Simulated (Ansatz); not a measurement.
Reaction: SF2 (fluoro thiohypofluorite, SMILES FSF) → SF2 (parent SMILES FSF, triplet)
Each species at its own B3LYP-D3(BJ)/def2-TZVP minimum (Ansatz, a program for electronic structure).

Total energies in hartree (Ansatz). Open shells are spin-unrestricted; no spin-orbit coupling. Correlated methods leave the cores frozen. No relativity. The UHF reference of F2S (parent SMILES FSF, triplet) is spin-contaminated (<S^2> up to 0.04 over the pure value in the sets run). The spin of F2S (parent SMILES FSF, triplet) was assumed, and the state is the lowest solution found for it.

```csv
species,HF/cc-pV(T+d)Z,CCSD(T)/cc-pV(T+d)Z,HF/cc-pV(Q+d)Z,CCSD(T)/cc-pV(Q+d)Z,CCSD(T)/cc-pV(D+d)Z,CCSDT(Q)/cc-pV(D+d)Z
"1: SF2 (fluoro thiohypofluorite, SMILES FSF)",-596.44189,-597.15428,-596.46575,-597.24113,-596.87419,-596.87635
"2: SF2 (parent SMILES FSF, triplet)",-596.37118,-597.07447,-596.39563,-597.16112,-596.79740,-596.80037
```

Q: Work out the adiabatic triplet-singlet gap (electronic) in kcal/mol: take Hartree-Fock from cc-pV(Q+d)Z, extrapolate the CCSD(T) correlation energy as X^-3 (X = 3, 4), and add CCSDT(Q) - CCSD(T) in cc-pV(D+d)Z. 1 hartree = 627.51 kcal/mol.

A: 
Species 1: correlation (64·(-0.77538) - 27·(-0.71239))/37 = -0.82135; step -0.00216; E1 = -596.46575 + (-0.82135) + (-0.00216) = -597.28926
Species 2: correlation (64·(-0.76549) - 27·(-0.70329))/37 = -0.81088; step -0.00297; E2 = -596.39563 + (-0.81088) + (-0.00297) = -597.20948
-1·E1 +1·E2 = 0.07978 hartree = 50.1 kcal/mol.
